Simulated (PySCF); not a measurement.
**Polarisability and C₆ of Tc²⁺ (technetium, charge +2)**

[Kr] 4d5, high-spin 6S determinant. Computed with PySCF 2.14 in x2c-TZVPPall with one added diffuse shell each of s, p, d, f type (9s7p7d3f1g, 95 functions), with scalar relativity by spin-free X2C-1e. Coupled (time-dependent) response in atomic units; α is the mean over directions.

```csv
method,mean α (bohr³),C₆ (like pair),S(−4)
UHF,8.040,42.64,19.23
PBE,9.137,48.81,29.22
PBE0,8.693,46.29,24.86
```

S(−4) is the Cauchy moment in α(ω) = α(0) + S(−4) ω² + …

α(iu) at PBE:

```tsv
u (hartree)	α(iu) (bohr³)
0	9.137
0.0500	9.065
0.100	8.861
0.200	8.182
0.300	7.370
0.500	5.907
0.750	4.581
1.00	3.652
1.50	2.458
2.00	1.746
3.00	0.9899
5.00	0.4344
```

A single London oscillator, α(iu) = α/(1 + u²/ω²), gives C₆ = (3/4) ω α². Matching the computed C₆ needs ω = 4 × 48.81 / (3 × 9.137²) = 0.780 hartree.

For an ion, C₆ is the dispersion term alone; charge-induced terms of lower order in 1/R come first.
